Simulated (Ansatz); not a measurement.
Species: C₆H₁₂Cl, charge 0, multiplicity 2. It need not be the lowest isomer of its formula. 
Coordinates optimised at B3LYP-D3(BJ)/def2-TZVP (Ansatz, a program for electronic structure):
```xyz
19

C     -3.7159    -0.4239    -0.0777
C     -2.4176    -0.8383     0.5093
C     -1.2016    -0.2889    -0.2394
C      0.1183    -0.7008     0.4013
C      1.3619    -0.2156    -0.3245
C      2.6497    -0.7605     0.2604
Cl     1.4310     1.6134    -0.2921
H     -3.8001     0.5029    -0.6299
H     -4.6249    -0.9671     0.1404
H     -2.3628    -1.9324     0.5602
H     -2.3574    -0.5052     1.5596
H     -1.2629     0.8008    -0.2770
H     -1.2291    -0.6381    -1.2764
H      0.1783    -1.7952     0.4337
H      0.1587    -0.3561     1.4388
H      1.2942    -0.4539    -1.3858
H      3.5182    -0.3792    -0.2748
H      2.7430    -0.4844     1.3115
H      2.6495    -1.8512     0.1887
```
Charge 0, spin multiplicity 2.

Dipole moments at this geometry, in debye (magnitudes).

```json
[
 {"level": "PBE/def2-TZVPD", "program": "Ansatz", "dipole (D)": "2.19"},
 {"level": "B3LYP/def2-TZVPD", "program": "Ansatz", "dipole (D)": "2.23"},
 {"level": "PBE0/def2-TZVPD", "program": "Ansatz", "dipole (D)": "2.24"},
 {"level": "BHLYP/def2-TZVPD", "program": "Ansatz", "dipole (D)": "2.30"},
 {"level": "r2SCANh/def2-TZVPD", "program": "Ansatz", "dipole (D)": "(withheld)"},
 {"level": "r2SCAN0/def2-TZVPD", "program": "Ansatz", "dipole (D)": "2.29"},
 {"level": "HSE06/def2-TZVPD", "program": "Ansatz", "dipole (D)": "2.24"},
 {"level": "CAM-B3LYP/def2-TZVPD", "program": "Ansatz", "dipole (D)": "2.26"},
 {"level": "CCSD(T)/aug-cc-pV(D+d)Z", "program": "Ansatz", "dipole (D)": "(withheld)"}
]
```

Task: Some entries are withheld; supply them.

Result: 
- r2SCANh/def2-TZVPD, dipole (D): 2.27
- CCSD(T)/aug-cc-pV(D+d)Z, dipole (D): 2.15
